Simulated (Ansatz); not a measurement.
Cost and result up the ladder for Sn3O4 (7 atoms). The state is a singlet with charge 0. Geometry: r2SCAN-D4/def2-SVP.

```xyz
7

Sn   -0.627    0.376   -2.022
Sn    1.134    1.248    0.596
Sn   -0.953   -1.409    1.397
O     0.185    0.052    1.986
O     1.040   -0.558   -0.843
O    -0.198   -1.355   -0.607
O    -0.581    1.646   -0.507
```

Ansatz on 4 threads of Arm Neoverse V2 on a shared host. Times are rough, and most runs start from the orbitals of an earlier one. PBE0-D4/def2-TZVP serves as the yardstick here, not as an exact answer. Differences are given only for rows in sets of like size (and for xTB, whose basis is part of the method), since another set adds its own error. Binding counts from free atoms at the same level (Sn triplet, O triplet; other spins of the atoms weren't run), without zero-point energy or a counterpoise term.

In the def2 sets Sn takes a core potential, while STO-3G treats all electrons; there is no spin–orbit coupling. B3LYP takes the VWN-RPA correlation. HSE06 is defined as in plane-wave codes, on full-range PBE exchange. Correlated methods freeze 16 core orbitals; core or outer-core shells of Sn are correlated, in sets that lack core-valence functions. The rows differ in basis, and correlated rows in double-zeta sets carry the largest basis error. The structure holds one bond between oxygen atoms, so isomers without such links may lie far lower. Another isomer (singlet) lies 0.13 eV lower at PBE0-D4/def2-TZVP; other spin states weren't run for this one.

Correlated methods converge slowly with the basis, most of all in double-zeta sets.

```csv
level,functions,wall time,binding energy per atom (eV),difference from PBE0-D4/def2-TZVP (eV),remarks
PBE-D4/def2-SVP,134,1.4 s,3.79,–,–
HF/STO-3G,101,1.6 s,1.84,–,–
PBE0-D4/def2-SVP,134,2.3 s,3.41,–,–
BLYP-D4/def2-TZVP,274,3.6 s,3.75,0.28,–
PBE-D4/def2-TZVP (with forces),274,4.1 s,3.83,0.35,–
B3LYP-D4/def2-TZVP,274,6 s,3.54,0.07,–
PBE0-D4/def2-TZVP,274,6.5 s,3.48,0.00,–
r2SCAN-D4/def2-TZVP,274,7 s,3.61,0.13,–
HSE06-D4/def2-TZVP,274,7 s,3.48,0.00,–
MP2/def2-TZVP,274,8.5 s,3.66,0.18,–
CCSD(T)/def2-SVP,134,42 s,3.10,–,large T1 (0.021)
```
